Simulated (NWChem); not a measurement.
Molecule: HfH2I2; SMILES [I][HfH2][I]

```xyz
5

Hf     0.0000     0.0000    -0.8026
I      2.3076     0.0000     0.5810
I     -2.3076     0.0000     0.5810
H      0.0000     1.4643    -1.8977
H      0.0000    -1.4643    -1.8977
```
Atoms are numbered in this order, from 1.

Program: NWChem. The geometry was optimised at PBE0/def2-SVP. Not confirmed as a minimum by frequencies. def2 effective core potentials on I, Hf; no spin-orbit coupling. Ions are spin-unrestricted doublets at the neutral geometry; other ion states weren't tried.

Q: Estimate the computed values for CAM-B3LYP/def2-SVP. Quantities: −ε(HOMO) (eV).

A: 
```yaml
"−ε(HOMO) (eV)": 9.37
```
